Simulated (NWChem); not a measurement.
System: ZrHF$_{3}$; SMILES [F][ZrH]([F])[F]

Input file for NWChem:

```
start job
memory heap 200 mb stack 900 mb global 1100 mb
geometry units angstroms noautoz
  Zr     0.000000     0.000000    -0.123651
  F      1.825443     0.059244     0.411472
  F     -0.861414    -1.610502     0.411472
  F     -0.964028     1.551258     0.411472
  H      0.000000     0.000000    -1.983186
end
basis spherical
  Zr library def2-svp
  F library def2-svp
  H library def2-svp
end
ecp
  Zr library def2-ecp
end
dft
  xc n12
  iterations 150
  mulliken
end
task dft energy
```

Output (shortened):

```
             Northwest Computational Chemistry Package (NWChem) 7.3.0
             --------------------------------------------------------

 C3  symmetry detected

                             Geometry "geometry" -> ""
                             -------------------------

 Output coordinates in angstroms (scale by  1.889725989 to convert to a.u.)

  No.       Tag          Charge          X              Y              Z
 ---- ---------------- ---------- -------------- -------------- --------------
    1 Zr                  40.0000    -0.00000000    -0.00000000    -0.18512921
    2 F                    9.0000     1.75265246    -0.51377108     0.34999379
    3 F                    9.0000    -1.32126504    -1.26095602     0.34999379
    4 F                    9.0000    -0.43138743     1.77472710     0.34999379
    5 H                    1.0000    -0.00000000    -0.00000000    -2.04466421

 Effective nuclear repulsion energy (a.u.)     357.0684744814

      Symmetry information
      --------------------

 Group name             C3
 Group number              5
 Group order               3
 No. of unique centers     3

                                 NWChem DFT Module
                                 -----------------

 Summary of "ao basis" -> "ao basis" (spherical)
 ------------------------------------------------------------------------------
       Tag                 Description            Shells   Functions and Types
 ---------------- ------------------------------  ------  ---------------------
 Zr                         def2-svp                11       31   5s3p2d1f
 F                          def2-svp                 6       14   3s2p1d
 H                          def2-svp                 3        5   2s1p

      Symmetry analysis of basis
      --------------------------

        a          30
        e+         24
        e-         24

  Rotation of axis

            General Information
            -------------------
          SCF calculation type: DFT
          Wavefunction type:  closed shell.
          No. of atoms     :     5
          No. of electrons :    40
           Alpha electrons :    20
            Beta electrons :    20
          Charge           :     0
          Spin multiplicity:     1
          Use of symmetry is: on ; symmetry adaption is: on
          Maximum number of iterations: 150
          AO basis - number of functions:    78
                     number of shells:    32
          Convergence on energy requested:  1.00D-06
          Convergence on density requested:  1.00D-05
          Convergence on gradient requested:  5.00D-04

              XC Information
              --------------
                          N12 Method XC Functional
                           N12 Exchange Functional  1.000
                         N12 Correlation Potential  1.000

             Grid Information
             ----------------
          Grid used for XC integration:  medium
          Radial quadrature: Mura-Knowles
          Angular quadrature: Lebedev.
          Tag              B.-S. Rad. Rad. Pts. Rad. Cut. Ang. Pts.
          ---              ---------- --------- --------- ---------
          Zr                  1.55      123          10.0       590
          F                   0.50       49           8.0       434
          H                   0.35       45          10.0       434
          Grid pruning is: on
          Number of quadrature shells:   217
          Spatial weights used:  Erf1

      Superposition of Atomic Density Guess
      -------------------------------------

 Sum of atomic energies:        -351.87629778

      Non-variational initial energy
      ------------------------------

 Total energy =    -344.439618
 1-e energy   =    -771.008511
 2-e energy   =     287.673142
 HOMO         =      -0.375118
 LUMO         =      -0.015869

      Symmetry analysis of molecular orbitals - initial
      -------------------------------------------------

  Numbering of irreducible representations:

     1 a           2 e+          3 e-

  Orbital symmetries:

     1 a           2 e+          3 e+          4 a           5 e+
     6 e+          7 a           8 a           9 e+         10 e+
    11 a          12 e+         13 e+         14 e+         15 e+
    16 a          17 a          18 e+         19 e+         20 a
    21 a          22 e+         23 e+         24 a          25 e+
    26 e+         27 e+         28 e+         29 a          30 a

     ---------------------------------------------
      Total Density - Mulliken Population Analysis
     ---------------------------------------------

    Atom       Charge   Shell Charges
 -----------   ------   -------------------------------------------------------
    1 Zr  12     9.56  -0.47  1.59  0.90  0.34  0.14  5.84  0.29  0.06  0.64  0.14  0.09
    2 F    9     9.70   1.99  1.16  0.79  3.59  2.16  0.00
    3 F    9     9.70   1.99  1.16  0.79  3.59  2.16  0.00
    4 F    9     9.70   1.99  1.16  0.79  3.59  2.16  0.00
    5 H    1     1.33   0.73  0.60  0.00

   convergence    iter        energy       DeltaE   RMS-Dens  Diis-err
 ---------------- ----- ----------------- --------- --------- ---------
 d= 0,ls=0.0,diis     1   -346.8332230466 -4.86D+02  5.30D-02  1.87D+00
 d= 0,ls=0.0,diis     2   -342.0720998852  4.76D+00  3.72D-02  5.20D+01
 d= 0,ls=0.0,diis     3   -347.0760656012 -5.00D+00  5.46D-03  2.72D-01
 d= 0,ls=0.0,diis     4   -347.1054957738 -2.94D-02  2.19D-03  1.83D-02
 d= 0,ls=0.0,diis     5   -347.1084638466 -2.97D-03  5.04D-04  2.56D-03
  Resetting Diis
 d= 0,ls=0.0,diis     6   -347.1088180986 -3.54D-04  7.83D-05  3.49D-05
 d= 0,ls=0.0,diis     7   -347.1088238669 -5.77D-06  2.10D-05  1.22D-06
 d= 0,ls=0.0,diis     8   -347.1088236069  2.60D-07  1.33D-05  4.46D-06
 d= 0,ls=0.0,diis     9   -347.1088239660 -3.59D-07  5.39D-06  2.36D-07

         Total DFT energy =     -347.108823965964
      One electron energy =     -775.557543079974
           Coulomb energy =      327.354057032496
    Exchange-Corr. energy =      -37.801088939702
 Nuclear repulsion energy =      138.895751021216

 Numeric. integr. density =       39.999995075352

                  Occupations of the irreducible representations
                  ----------------------------------------------

                     irrep           alpha         beta
                     --------     --------     --------
                     a                 8.0          8.0
                     e+               12.0         12.0
                     e-                0.0          0.0

                       DFT Final Molecular Orbital Analysis
                       ------------------------------------

 Vector   18  Occ=2.000000D+00  E=-3.686317D-01  Symmetry=e+
              MO Center=  5.8D-02,  4.3D-02,  3.4D-01, r^2= 3.7D+00
   Bfn.  Coefficient  Atom+Function         Bfn.  Coefficient  Atom+Function
  ----- ------------  ---------------      ----- ------------  ---------------
    37      0.337788  2 F  pz                65     -0.315168  4 F  pz
    50      0.275450  3 F  py                49     -0.249985  3 F  px
    40     -0.217746  2 F  pz                68      0.203165  4 F  pz
    35      0.180316  2 F  px                53     -0.175208  3 F  py
    64     -0.174554  4 F  py                63     -0.168812  4 F  px

 Vector   19  Occ=2.000000D+00  E=-3.679485D-01  Symmetry=a
              MO Center= -2.0D-12,  1.1D-12,  3.4D-01, r^2= 3.7D+00
   Bfn.  Coefficient  Atom+Function         Bfn.  Coefficient  Atom+Function
  ----- ------------  ---------------      ----- ------------  ---------------
    63     -0.383239  4 F  px                36      0.378459  2 F  py
    50     -0.285330  3 F  py                49      0.272271  3 F  px
    66      0.253871  4 F  px                39     -0.250705  2 F  py
    53      0.189012  3 F  py                52     -0.180363  3 F  px
    35      0.110967  2 F  px                64     -0.093129  4 F  py

 Vector   20  Occ=2.000000D+00  E=-2.752325D-01  Symmetry=a
              MO Center= -8.9D-16,  5.3D-15, -1.6D+00, r^2= 1.6D+00
   Bfn.  Coefficient  Atom+Function         Bfn.  Coefficient  Atom+Function
  ----- ------------  ---------------      ----- ------------  ---------------
    74      0.435050  5 H  s                 17      0.369816  1 Zr d  0
    75      0.268470  5 H  s                  4      0.249750  1 Zr s
     2     -0.246645  1 Zr s                  8      0.201937  1 Zr pz
     1     -0.109603  1 Zr s                 11     -0.106292  1 Zr pz
     3     -0.076221  1 Zr s                 14     -0.058884  1 Zr pz

 Vector   21  Occ=0.000000D+00  E=-9.933591D-02  Symmetry=e+
              MO Center=  4.7D-02, -2.3D-02, -2.8D-01, r^2= 1.9D+00
   Bfn.  Coefficient  Atom+Function         Bfn.  Coefficient  Atom+Function
  ----- ------------  ---------------      ----- ------------  ---------------
    18      0.831147  1 Zr d  1              19      0.229873  1 Zr d  2
    37     -0.179592  2 F  pz                15     -0.177572  1 Zr d -2
    16      0.166472  1 Zr d -1              23      0.165391  1 Zr d  1
    40      0.141346  2 F  pz                50      0.103843  3 F  py
    51      0.103433  3 F  pz                12      0.099345  1 Zr px

 Vector   22  Occ=0.000000D+00  E=-9.933591D-02  Symmetry=e+
              MO Center= -4.7D-02,  2.3D-02, -2.8D-01, r^2= 1.9D+00
   Bfn.  Coefficient  Atom+Function         Bfn.  Coefficient  Atom+Function
  ----- ------------  ---------------      ----- ------------  ---------------
    16      0.831147  1 Zr d -1              15      0.229873  1 Zr d -2
    19      0.177572  1 Zr d  2              18     -0.166472  1 Zr d  1
    21      0.165391  1 Zr d -1              65      0.163404  4 F  pz
    51     -0.147658  3 F  pz                68     -0.128606  4 F  pz
    54      0.116212  3 F  pz                49     -0.104221  3 F  px

 Vector   23  Occ=0.000000D+00  E=-5.343896D-02  Symmetry=a
              MO Center= -5.2D-15,  3.3D-14, -3.2D-01, r^2= 4.6D+00
   Bfn.  Coefficient  Atom+Function         Bfn.  Coefficient  Atom+Function
  ----- ------------  ---------------      ----- ------------  ---------------
    17      0.710810  1 Zr d  0              14      0.396666  1 Zr pz
     4      0.375241  1 Zr s                 75     -0.335116  5 H  s
     5     -0.277576  1 Zr s                  8     -0.200028  1 Zr pz
    22      0.188584  1 Zr d  0              37      0.146963  2 F  pz
    51      0.146963  3 F  pz                65      0.146963  4 F  pz

     ---------------------------------------------
      Total Density - Mulliken Population Analysis
     ---------------------------------------------

    Atom       Charge   Shell Charges
 -----------   ------   -------------------------------------------------------
    1 Zr  12    10.92  -0.50  1.70  0.82  0.33  0.02  5.92  0.35  0.13  1.67  0.34  0.13
    2 F    9     9.30   1.99  1.13  0.81  3.42  1.95  0.00
    3 F    9     9.30   1.99  1.13  0.81  3.42  1.95  0.00
    4 F    9     9.30   1.99  1.13  0.81  3.42  1.95  0.00
    5 H    1     1.17   0.73  0.44  0.01

     -------------------------------------------
      Total Density - Lowdin Population Analysis
     -------------------------------------------

    Atom       Charge   Shell Charges
 -----------   ------   -------------------------------------------------------
    1 Zr  12    11.50   0.00  0.95  0.96  0.34  0.14  5.37  0.94  0.21  1.56  0.74  0.27
    2 F    9     9.13   1.98  1.02  0.77  3.28  2.07  0.00
    3 F    9     9.13   1.98  1.02  0.77  3.28  2.07  0.00
    4 F    9     9.13   1.98  1.02  0.77  3.28  2.07  0.00
    5 H    1     1.12   0.65  0.46  0.01

     Multipole analysis of the density
     ---------------------------------

     L   x y z        total         alpha         beta         nuclear
     -   - - -        -----         -----         ----         -------
     0   0 0 0     -0.000000    -20.000000    -20.000000     40.000000

     1   1 0 0      0.000000      0.000000      0.000000      0.000000
     1   0 1 0      0.000000      0.000000      0.000000     -0.000000
     1   0 0 1      0.041678     -4.876969     -4.876969      9.795617

     2   2 0 0    -30.426176    -95.620321    -95.620321    160.814466
     2   1 1 0      0.000000      0.000000      0.000000     -0.000000
     2   1 0 1     -0.000000     -0.000000     -0.000000      0.000000
     2   0 2 0    -30.426176    -95.620321    -95.620321    160.814466
     2   0 1 1      0.000000      0.000000      0.000000      0.000000
     2   0 0 2    -29.105449    -28.657193    -28.657193     28.208938
```

Level: N12/def2-SVP with def2 effective core potentials on Zr. Structure relaxed at the PBE-D3(BJ)/def2-SVP level. def2 effective core potentials on Zr; no spin-orbit coupling.
